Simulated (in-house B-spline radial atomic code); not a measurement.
**Ionising Pd³⁺ with different functionals**

Computed with a B-spline radial code for spherical atoms: four-component Dirac-Coulomb Hamiltonian, Fermi nucleus of rms radius 4.5318 fm, spin-restricted, spherical fractional occupations for the functionals. The ionisation energy is the difference of two self-consistent energies, [Kr] 4d7 → [Kr] 4d6, without Breit or QED terms; ε is the level of the shell that loses the electron (mean over j). The electron is taken from both j subshells in proportion to 2j + 1, so the result is a j average, not the step between ground levels.

Hybrids are left out here: with spherical fractional occupations of an open shell their exact exchange keeps a self-interaction that integer-occupation calculations don't have.

| method | rung | ΔSCF (eV) | -ε(4d) (eV) |
| --- | --- | --- | --- |
| LDA VWN5 | LDA | 49.56 | 41.86 |
| relativistic LDA | LDA | 49.58 | 41.88 |
| LDA PW92 | LDA | ? | ? |
| LDA exchange-only | LDA | 47.87 | 40.22 |
| PBE | GGA | 49.34 | 41.63 |
| PBEsol | GGA | 49.32 | 41.61 |
| BLYP | GGA | 49.20 | 41.51 |
| RPBE | GGA | 49.28 | 41.56 |
| PW91 | GGA | 49.42 | 41.71 |
| BP86 | GGA | 49.41 | 41.71 |
| AM05 | GGA | 49.32 | 41.61 |
| OLYP | GGA | ? | ? |

Question: What does OLYP give?

Answer: ΔSCF 49.50 eV, and -ε(4d) = 41.75 eV.

Question: What does LDA PW92 give?

Answer: ΔSCF 49.55 eV, and -ε(4d) = 41.86 eV.

Question: How do they compare with the NIST value?

Answer: NIST lists 46 eV ± 1.7 (tabulated theory, ground level to ground level). Errors run from +1.87 to +3.58 eV. The correlated functionals all miss on the same side by more than they spread, so the cause is common to them (Breit-QED terms, spin polarisation, the choice among j levels, multiplet and fine-structure energies, or a listed next ion that isn't the cheapest removal here) and closeness doesn't rank the functionals.
